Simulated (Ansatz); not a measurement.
Ansatz (an electronic-structure program) input (PBE0/def2-TZVP):

Ansatz 0.2 input:
```yaml
crystal:
  periodic: [false, false, false]
  atoms:
    - {symbol: Zr, position_ang: [0.45549064, 0.30104354, -0.20346954]}
    - {symbol: O, position_ang: [-0.63069260, 1.35966071, -1.04649118]}
    - {symbol: Cl, position_ang: [-0.77494616, -1.34817808, 0.97121829]}
basis:
  gaussian:
    orbitals: def2-TZVP
hamiltonian:
  xc: {name: PBE0}
magnetization: {spin_polarized: true, initial_magnetization: 1}
relax: {f_tol: 0.003, max_steps: 100}
```

End of the output:

```
these checks for a lower state are left out or cut short: starts, cluster_reference, orbital_swaps, neighbouring_geometries, increment
integrals: 0.04 GiB planned
818 factors; their error is unknown
mean field: 0.43 GiB planned
mean field -15846.93668293 eV, -582.3641816583 hartree, gradient 1.1e-5 eV, S^2 0.753693; 0 other end points of the search recorded, 0 dependent functions left out
the calculation of the forces begins
reference -15846.93672209 eV, -582.3641830973 hartree; 19, 18 occupied and 89, 90 virtual orbitals, 818 factors
relax step   3: F+E_penalty+E_count = -15846.93668293 eV  Δ(F+E_penalty+E_count) = -1.229e-3 eV  max|allowed force component| = 6.191e-2 eV/Å  Δτ_max = 0.0107 Å  (45 SCF iters, accepted)
these checks for a lower state are left out or cut short: starts, cluster_reference, orbital_swaps, neighbouring_geometries, increment
integrals: 0.04 GiB planned
818 factors; their error is unknown
mean field: 0.43 GiB planned
mean field -15846.93676240 eV, -582.3641845786 hartree, gradient 1.1e-5 eV, S^2 0.753688; 0 other end points of the search recorded, 0 dependent functions left out
the calculation of the forces begins
reference -15846.93680154 eV, -582.3641860172 hartree; 19, 18 occupied and 89, 90 virtual orbitals, 818 factors
relax step   4: F+E_penalty+E_count = -15846.93676240 eV  Δ(F+E_penalty+E_count) = -7.946e-5 eV  max|allowed force component| = 2.726e-2 eV/Å  Δτ_max = 0.0029 Å  (50 SCF iters, accepted)
these checks for a lower state are left out or cut short: starts, cluster_reference, orbital_swaps, neighbouring_geometries, increment
integrals: 0.04 GiB planned
818 factors; their error is unknown
mean field: 0.43 GiB planned
mean field evaluation 64: about -15846.9368 eV, gradient 3.6e-5 eV
mean field -15846.93677959 eV, -582.3641852102 hartree, gradient 1.2e-5 eV, S^2 0.753678; 0 other end points of the search recorded, 0 dependent functions left out
the calculation of the forces begins
reference -15846.93681873 eV, -582.3641866488 hartree; 19, 18 occupied and 89, 90 virtual orbitals, 818 factors
relax step   5: F+E_penalty+E_count = -15846.93677959 eV  Δ(F+E_penalty+E_count) = -1.719e-5 eV  max|allowed force component| = 3.499e-3 eV/Å  Δτ_max = 0.0005 Å  (39 SCF iters, accepted)
these checks for a lower state are left out or cut short: starts, cluster_reference, orbital_swaps, neighbouring_geometries, increment
integrals: 0.04 GiB planned
818 factors; their error is unknown
mean field: 0.43 GiB planned
mean field -15846.93678020 eV, -582.3641852330 hartree, gradient 3.0e-5 eV, S^2 0.753677; 0 other end points of the search recorded, 0 dependent functions left out
the calculation of the forces begins
reference -15846.93681935 eV, -582.3641866715 hartree; 19, 18 occupied and 89, 90 virtual orbitals, 818 factors
relax step   6: F+E_penalty+E_count = -15846.93678020 eV  Δ(F+E_penalty+E_count) = -6.190e-7 eV  max|allowed force component| = 3.009e-5 eV/Å  Δτ_max = 0.0003 Å  (34 SCF iters, accepted)
integrals: 0.04 GiB planned
818 factors; their error is unknown
mean field: 0.43 GiB planned
mean field evaluation 96: about -15846.9368 eV, gradient 2.5e-4 eV
mean field -15846.93678020 eV, -582.3641852330 hartree, gradient 3.0e-5 eV, S^2 0.753677; 4 other end points of the search recorded, 0 dependent functions left out
the calculation of the forces begins
reference -15846.93681935 eV, -582.3641866715 hartree; 19, 18 occupied and 89, 90 virtual orbitals, 818 factors
Total energy: -15846.93681935 eV, -582.3641866715 hartree
Atom 0 at     0.450611     0.300224    -0.203089 Å, force     0.000008    -0.000003     0.000003 eV/Å
Atom 1 at    -0.629107     1.349203    -1.038597 Å, force    -0.000006     0.000030    -0.000023 eV/Å
Atom 2 at    -0.771653    -1.336901     0.962943 Å, force    -0.000001    -0.000027     0.000020 eV/Å
Dipole moment:     1.054230     0.047447     0.014541 e Å
```

The spin state was set by rule; other spins were not relaxed.
